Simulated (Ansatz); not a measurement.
This geometry of CH$_{6}$AlBClNS (12 atoms, charge 0, multiplicity 1) is a first-order saddle point.

Method: RKS CAM-B3LYP-D4/6-31G* in Ansatz.

```xyz
12
Properties=species:S:1:pos:R:3
B -1.339 0.279 0.146
C -0.085 -0.339 0.579
N 0.668 -1.028 -0.482
S 0.513 -0.473 2.255
Al 0.471 1.044 -0.959
Cl -0.151 3.085 -0.790
H -1.408 0.384 -1.093
H -2.203 0.781 0.781
H 1.637 -1.218 -0.232
H 0.238 -1.891 -0.799
H 0.014 -1.695 2.535
H 1.722 1.017 -1.908
```

Problem. Which two structures does it join? (They come from a converged band through this point; their orientation in space is the band's.)

Solution. No bond is made or broken. The dihedral N3–C2–Al5–Cl6 goes from 91 to -97°.

Initial state:

```xyz
12
Properties=species:S:1:pos:R:3
B -1.432 0.292 0.568
C -0.044 -0.225 0.503
N 0.460 -0.857 -0.791
S 1.037 -0.522 1.890
Al 0.778 1.070 -0.860
Cl -0.354 2.052 -2.346
H -2.142 0.224 -0.395
H -1.817 0.817 1.566
H 1.223 -1.512 -0.631
H -0.285 -1.302 -1.323
H 0.402 -1.592 2.411
H 2.252 1.501 -0.559
```

Final state:

```xyz
12
Properties=species:S:1:pos:R:3
B -1.423 0.342 0.550
C -0.077 -0.265 0.483
N 0.397 -0.864 -0.828
S 1.007 -0.604 1.858
Al 0.578 1.084 -0.940
Cl 2.589 1.637 -0.603
H -2.113 0.360 -0.432
H -1.797 0.855 1.558
H 1.234 -1.431 -0.707
H -0.324 -1.396 -1.310
H 0.297 -1.615 2.399
H -0.290 1.841 -1.995
```

Problem. How far does it lie above each of them?

Solution. 0.77 eV above the first and 0.82 eV above the second. This is the barrier of this one path; another mechanism may lie lower.

Run time: 6.7 min on 2 threads of Arm Neoverse V1 (shared host), peak memory 0.37 GiB.
